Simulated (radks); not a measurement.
Results of a calculation; reference values are marked as such.
Numerical settings for the silver ion Ag+, [Kr] 4d10. Code: a radial shooting solver on a logarithmic mesh with Libxc functionals. Model: Dirac Kohn-Sham, PBE, spin-unpolarised, spherical densities, point nucleus. The defaults (mesh step 0.008 in ln r, mesh end at 40 bohr or more with all orbitals vanishing there, Anderson mixing 0.5 over 9 steps, residual threshold near 1e-9 with the energy settled to 1e-9 hartree or 1e-11 of itself, here a cap of 68 iterations) give E = -5316.9555 hartree and 4d5/2 at -15.415 eV in 14 iterations. Run on one thread of a shared host, so times are rough (Arm Neoverse V1): 0.14 s of CPU time, 0.14 s wall, 14 iterations on 2546 mesh points. Changes against that run (0 stands for a change within the tolerance of the run):

mesh step in ln r 0.05: iterations 14; converged yes; E (mhartree) +0.0651; e(4d5/2) (meV) -0.00816; CPU (s) 0.03
mesh step in ln r 0.005: iterations 14; converged yes; E (mhartree) 0; e(4d5/2) (meV) 0; CPU (s) 0.22
mesh step in ln r 0.02: iterations 14; converged yes; E (mhartree) 0; e(4d5/2) (meV) 0; CPU (s) 0.06
mesh end (bohr) 2: iterations 13; converged level above zero; E (mhartree) +6.37e+03; e(4d5/2) (meV) +4.09e+04; CPU (s) 0.1
mesh end (bohr) 8: iterations 14; converged yes; E (mhartree) +0.0334; e(4d5/2) (meV) +2.9; CPU (s) 0.13
residual threshold 0.1: iterations 9; converged yes; E (mhartree) 0; e(4d5/2) (meV) +4.07; CPU (s) 0.11
residual threshold 0.01: iterations 9; converged yes; E (mhartree) 0; e(4d5/2) (meV) +4.07; CPU (s) 0.1
mixing 1.5: iterations 16; converged yes; E (mhartree) 0; e(4d5/2) (meV) 0; CPU (s) 0.14
linear mixing, mixing 0.2: iterations 68; converged no; E (mhartree) 0; e(4d5/2) (meV) 0; CPU (s) 0.44
linear mixing, mixing 0.05: iterations 68; converged no; E (mhartree) +0.0735; e(4d5/2) (meV) -322; CPU (s) 0.52
mixing history 20: iterations 17; converged yes; E (mhartree) 0; e(4d5/2) (meV) 0; CPU (s) 0.15
iteration cap 3: iterations 3; converged no; E (mhartree) +23.4; e(4d5/2) (meV) -1.45e+03; CPU (s) 0.04

Settled on a wrong energy, with an occupied level pushed above zero by the early mesh end: mesh end (bohr) 2 (+6.37 hartree). Apart from these: no run marked as converged misses the energy by more than 1 mhartree. A mesh that ends early acts as a hard wall.
